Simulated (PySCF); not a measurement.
**C₅H₁₀Si: full NMR table**

```yaml
Formula: C5H10Si
SMILES: C=C[C@@H]1[SiH2][C@H]1C
InChI: InChI=1S/C5H10Si/c1-3-5-4(2)6-5/h3-5H,1,6H2,2H3/t4-,5-/m0/s1
Point_group_of_the_computed_structure: C1
Degrees_of_unsaturation: 2
Carbon_signals: 5
Proton_signals: 8
```

Bonds (- single, = double, # triple, : aromatic): C1=C2, C2-C3, C3-Si4, Si4-C5, C5-C6, C5-C3. C1 carries H7, H8; C2 carries H9; C3 carries H10; Si4 carries H11, H12; C5 carries H13; C6 carries H14, H15, H16. Stereochemistry as in C=C[C@@H]1[SiH2][C@H]1C. H12 is cis to C2 on the ring; H7 is cis to C3; H11 is trans to C2 on the ring; H8 is trans to C3.

In vacuum, non-relativistic, one conformer, fast rotation and ring inversion assumed for equivalent nuclei. Geometry: GFN2-xTB; NMR shieldings at PBE0/pcSseg-1/GIAO; PySCF.

References, each an isolated molecule treated in the same way: $^{1}$H (31.72 ppm) and $^{13}$C (186.93 ppm) and $^{29}$Si (349.16 ppm) against TMS.

| carbon | δC, type | δH (multiplicity) | HMBC from (2–3 bonds) | span of the C tensor (ppm) |
| --- | --- | --- | --- | --- |
| C1 | 110.3, CH2 | H7 4.65 (m); H8 4.89 (m) | H9, H10 | 205 |
| C2 | 150.0, CH | 7.01 (m) | H8, H7, H11, H12, H13, H10 | 245 |
| C3 | 24.2, CH | 1.12 (m) | H9, H8, H7, H11, H12, H13, H14/H15/H16 | 78 |
| C5 | 18.0, CH | 1.53 (m) | H9, H11, H12, H14/H15/H16, H10 | 45 |
| C6 | 20.0, CH3 | 1.35 (d) | H11, H12, H13, H10 | 37 |

Other nuclei:
```json
{"atoms": "H11", "nucleus": "$^{1}$H", "environment": "hydrogen on a silicon bonded to 2 C, in a 3-membered ring", "δ (ppm)": "2.91", "σ (ppm)": "28.81"}
{"atoms": "H12", "nucleus": "$^{1}$H", "environment": "hydrogen on a silicon bonded to 2 C, in a 3-membered ring", "δ (ppm)": "2.57", "σ (ppm)": "29.15"}
{"atoms": "Si4", "nucleus": "$^{29}$Si", "environment": "silicon bonded to 2 C, 2 H, in a 3-membered ring", "δ (ppm)": "-112.6", "σ (ppm)": "461.8"}
```

Carbon types of the structure: 3 × CH, 1 × CH2, 1 × CH3, leaving 2 H on heteroatoms. δC 150.0: alkene CH; an sp2 carbon of a C=C bond. δC 110.3: terminal =CH2 carbon; the olefinic region. δC 24.2, 18.0: three-membered-ring carbon; carbons of three-membered rings are unusually shielded. δC 20.0: methyl carbon; aliphatic region, no heteroatom directly attached. δH 4.89, 4.65: hydrogen on a terminal =CH2 carbon; a vinylic proton, deshielded by the sp2 carbon and the C=C anisotropy.

Shifts are as computed. Against solution values, carbons near 30 ppm lie about +3 ppm off and those near 130 ppm about +5 ppm. Of 1211 compounds with measured shifts, 218 miss one by over three times the rms of a fit or turn the order of signals round; such compounds aren't used in these exercises. No couplings were computed; multiplicities are counted from neighbouring protons, with m where these are inequivalent, close in shift, in a saturated or five-membered ring or joined by F or P, and br s for small geminal =CH2 splittings.
